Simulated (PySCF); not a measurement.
**Polarisability and C₆ of Co⁻ (cobalt, charge -1)**

[Ar] 3d8 4s2, high-spin 3F determinant. Computed with PySCF 2.14 in aug-cc-pVTZ-DK (8s7p5d3f2g, 93 functions), with scalar relativity by spin-free X2C-1e. Coupled (time-dependent) response in atomic units; α is the mean over directions.

```csv
method,mean α (bohr³),C₆ (like pair),S(−4)
LC-wPBE,300.4,4743,101700
```

S(−4) is the Cauchy moment in α(ω) = α(0) + S(−4) ω² + …

α(iu) at LC-wPBE:

```
u (hartree)  α(iu) (bohr³)
          0          300.4
     0.0500          189.5
      0.100          105.0
      0.200          43.24
      0.300          23.84
      0.500          11.34
      0.750          6.573
       1.00          4.547
       1.50          2.689
       2.00          1.818
       3.00          1.015
       5.00         0.4639
```

A single London oscillator, α(iu) = α/(1 + u²/ω²), gives C₆ = (3/4) ω α². Matching the computed C₆ needs ω = 4 × 4743 / (3 × 300.4²) = 0.0701 hartree.

For an ion, C₆ is the dispersion term alone; charge-induced terms of lower order in 1/R come first.
